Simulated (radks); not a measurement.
Initial-state core-level shifts of neutral aluminium when its valence configuration changes from [Ne] 3s2 3p1. Calculated with a radial shooting solver on a logarithmic mesh with Libxc functionals: scalar-relativistic Kohn-Sham, PBE, spin-polarised, spherical densities, finite nucleus; open shells are filled with parallel spins first; Fermi nuclear charge, rms radius 3.061 fm. Shifts are changes of the shell-averaged eigenvalues in eV (positive: less bound); the change of the density at the nucleus, which sets a Mossbauer isomer shift, is in e/bohr^3, on a base of 1506.

valence,1s,2s,2p,density at nucleus
3s1 3p2,-1.208,-1.202,-1.187,-2.8803
3s1.5 3p1.5,-0.697,-0.684,-0.679,-1.3856
3p3,-2.965,-2.909,-2.882,-6.0058
3s0.5 3p2.5,-2.097,-2.066,-2.045,-4.4221
